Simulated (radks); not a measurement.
Question: Ionisation ladder of cadmium, from Cd I to Cd IV. Each ion is in the ground configuration listed by NIST, and IE = E(next ion) - E(this ion). Method: scalar-relativistic Kohn-Sham, r2SCAN, spin-unpolarised, spherical densities, finite nucleus; meta-GGA in the generalised Kohn-Sham scheme; Fermi nuclear charge, rms radius 4.6087 fm; computed with a radial shooting solver on a logarithmic mesh with Libxc functionals.

| species | configuration | IE, Delta-SCF (eV) | -e(HOMO) (eV) | HOMO | <r> HOMO (bohr) |
|---|---|---|---|---|---|
| Cd I | [Kr] 4d10 5s2 | 9.306 | 5.849 | 5s | 2.89 |
| Cd II | [Kr] 4d10 5s1 | ? | 12.878 | 5s | 2.65 |
| Cd III | [Kr] 4d10 | ? | 30.750 | 4d | 1.25 |
| Cd IV | [Kr] 4d9 | 54.410 | 46.169 | 4d | 1.19 |

Estimate the withheld Delta-SCF values.

Answer: Cd II: 16.664 eV (NIST 16.908); Cd III: 38.338 eV (NIST 37.47).

Beside tabulated values, note that spin-unpolarised runs miss the spin-polarisation part of the exchange energy of open shells.
